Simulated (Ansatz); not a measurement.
Relaxation of a periodic cell of 40 atoms, H3CCl (contents 8 CH3Cl, density as packed 1.01 g/cm³ with natural masses), to a largest force component of 0.3 eV/Å in at most 15 steps.

These are results of DFT PBE-D3(BJ), scalar-relativistic, plane waves, PAW (Ansatz), not measurements. Settings: accuracy low, cutoff 420 eV, k mesh 1x1x1, fermi-dirac smearing 0.05 eV, no spin polarisation.

```xyz
40
Lattice="8.7171 0.0000 0.0000 0.0000 8.7171 0.0000 0.0000 0.0000 8.7171" Properties=species:S:1:pos:R:3
C 7.133 7.731 7.755
Cl 7.968 8.062 9.289
H 6.920 8.675 7.258
H 7.777 7.117 7.128
H 6.205 7.203 7.965
C 4.263 3.593 5.442
Cl 2.778 4.097 6.278
H 4.054 3.497 4.378
H 5.033 4.345 5.604
H 4.588 2.635 5.845
C 3.759 8.162 6.090
Cl 2.499 8.423 7.315
H 4.604 8.812 6.308
H 4.073 7.121 6.122
H 3.352 8.397 5.108
C 5.673 1.785 0.094
Cl 5.701 1.750 1.871
H 5.663 2.822 -0.238
H 6.562 1.282 -0.282
H 4.779 1.273 -0.255
C 4.587 6.500 2.206
Cl 3.237 6.165 1.099
H 4.243 6.372 3.230
H 5.397 5.806 1.995
H 4.924 7.523 2.051
C 8.454 3.811 0.816
Cl 7.697 4.500 -0.637
H 8.200 2.755 0.879
H 9.533 3.931 0.742
H 8.079 4.337 1.692
C 2.422 1.622 2.884
Cl 1.679 1.902 4.474
H 3.072 2.461 2.645
H 3.001 0.701 2.922
H 1.635 1.536 2.137
C 1.035 5.959 3.924
Cl 0.883 7.515 4.770
H 0.871 6.118 2.860
H 2.034 5.562 4.092
H 0.289 5.270 4.317
```

Question: Where does it end, and by what steps?

Answer: The forces met the threshold. The threshold is loose, so the end isn't yet a minimum. The force dipped under the threshold on the way, but the program's further checks kept it going. Limits of this set-up: coarse k mesh, low accuracy level. After 4 steps the energy has fallen by 0.765 eV; Cl32 moved furthest, 0.66 Å.

```
step  energy less start (eV)  largest force component (eV/Å)  accepted
   0                  0.0000                           0.537       yes
   1                 -0.2952                           0.208       yes
   2                 -0.5041                           0.293       yes
   3                 -0.6557                           0.213       yes
   4                 -0.7651                           0.203       yes
```

```xyz
40
Lattice="8.7171 0.0000 0.0000 0.0000 8.7171 0.0000 0.0000 0.0000 8.7171" Properties=species:S:1:pos:R:3
C 7.273 7.688 7.692
Cl 8.056 7.963 9.283
H 7.115 8.657 7.210
H 7.941 7.076 7.082
H 6.319 7.183 7.867
C 4.392 3.632 5.530
Cl 3.157 4.458 6.520
H 4.034 3.597 4.497
H 5.330 4.196 5.609
H 4.515 2.610 5.910
C 3.751 8.229 6.128
Cl 2.648 8.833 7.403
H 4.709 8.759 6.209
H 3.884 7.147 6.273
H 3.281 8.426 5.162
C 5.487 1.945 0.260
Cl 5.657 1.940 2.050
H 5.322 2.976 -0.070
H 6.426 1.562 -0.151
H 4.641 1.303 -0.010
C 4.717 6.473 2.276
Cl 3.457 5.946 1.116
H 4.321 6.375 3.292
H 5.593 5.831 2.141
H 4.972 7.517 2.068
C 8.631 3.720 0.781
Cl 7.950 4.274 -0.785
H 8.422 2.652 0.890
H 9.709 3.910 0.768
H 8.148 4.283 1.584
C 2.136 1.601 2.722
Cl 1.181 2.178 4.132
H 2.827 2.397 2.424
H 2.700 0.704 3.018
H 1.453 1.361 1.898
C 0.921 5.802 3.826
Cl 0.622 7.476 4.420
H 0.839 5.819 2.734
H 1.926 5.502 4.135
H 0.194 5.124 4.280
```

The run took 19 s on 1 thread of Intel(R) Xeon(R) Platinum 8488C (Sapphire Rapids), on a shared host, peak memory 0.61 GiB.
